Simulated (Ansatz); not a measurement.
Correlation energies of CH$_{3}$F$_{2}$SSi, SMILES `C[Si](F)(F)[S]` radical by basis set

Z-matrix (Å, degrees):
```
C
Si 1 1.841
H 1 1.091 2 111.1
H 1 1.094 2 108.9 3 119.3
H 1 1.091 2 111.1 3 -121.3
F 2 1.588 1 110.8 3 -177.1
F 2 1.588 1 110.8 3 -61.5
S 2 2.113 1 110.0 3 60.7
```

Charge 0, multiplicity 2. The structure was optimised at the PBE0-D4/def2-TZVP level. Frozen core, unrestricted reference, the Gaussian-basis code of Ansatz. CBS rows extrapolate triple and quadruple zeta; past MP2 they add the triple-zeta difference.

| basis | HF (Eh) | MP2 corr. | CCSD corr. | (T) | CCSD(T) total |
| --- | --- | --- | --- | --- | --- |
| def2-SVP | -924.69956 | -0.70222 | ? | -0.01486 | ? |
| def2-TZVPP | -925.25718 | -0.92701 | -0.96475 | ? | ? |
| def2-QZVPP | -925.28926 | ? | – | – | – |
| CBS(def2) | -925.29368 | -1.07299 | -1.11072 | as TZ | -926.43713 |
| cc-pV(D+d)Z | -925.12798 | -0.71130 | -0.75220 | -0.01581 | -925.89599 |
| cc-pV(T+d)Z | -925.25526 | -0.93113 | -0.96752 | -0.03319 | -926.25597 |
| cc-pV(Q+d)Z | ? | -1.01284 | – | – | – |
| CBS(cc) | -925.29330 | -1.07101 | -1.10740 | as TZ | -926.43389 |

(1) Fill in the withheld values. (Best estimate.)

Results:

(1) The calculation gave: def2-SVP CCSD corr.: -0.74209; def2-SVP CCSD(T) total: -925.45651; def2-TZVPP (T): -0.03273; def2-TZVPP CCSD(T) total: -926.25466; def2-QZVPP MP2 corr.: -1.01087; cc-pV(Q+d)Z HF (Eh): -925.28450.
